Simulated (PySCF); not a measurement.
**Germanium: a sound run and one with changed settings**

Sound run: Ge [Ar] 3d10 4s2 4p2, Ge⁺ [Ar] 3d10 4s2 4p1. Calculation: PySCF 2.14, in pcseg-2 (6s5p3d1f, 43 functions); the non-relativistic Hamiltonian (point nucleus). In the sound run the correlated levels freeze [Ar] 3d10. The sound run starts from symmetry-adapted Hartree-Fock orbitals and uses a fine grid where one is needed.

Changed run: the spin-free X2C one-electron Hamiltonian (Gaussian nucleus). This setting is unsound on purpose.

```
species   method  sound run (hartree)  changed run (hartree)  converged
     Ge      UHF          -2075.33289            -2092.56516        yes
     Ge      PBE          -2076.65075            -2093.87509        yes
     Ge   r2SCAN          -2076.93983            -2094.16767        yes
     Ge      MP2          -2075.38261            -2092.61467        yes
     Ge  CCSD(T)          -2075.39927            -2092.63102        yes
    Ge⁺      UHF          -2075.05916            -2092.29178        yes
    Ge⁺      PBE          -2076.35927            -2093.58404        yes
    Ge⁺   r2SCAN          -2076.64236            -2093.87063        yes
    Ge⁺      MP2          -2075.09634            -2092.32876        yes
    Ge⁺  CCSD(T)          -2075.11100            -2092.34310        yes
```

Ionisation energy of Ge:

```csv
method,sound run (eV),changed run (eV)
UHF,7.448,7.439
PBE,7.932,7.920
r2SCAN,8.095,8.083
MP2,7.790,7.780
SCS-MP2,7.716,7.706
CCSD,7.818,7.808
CCSD(T),7.844,7.835
```

Most of the change in total energy is the relativistic energy itself. On top of that the contraction fixes the core shape for the Hamiltonian it was made with, so the changed run is not a good calculation with the other Hamiltonian either.

For comparison, NIST gives 7.899 eV between the lowest levels.
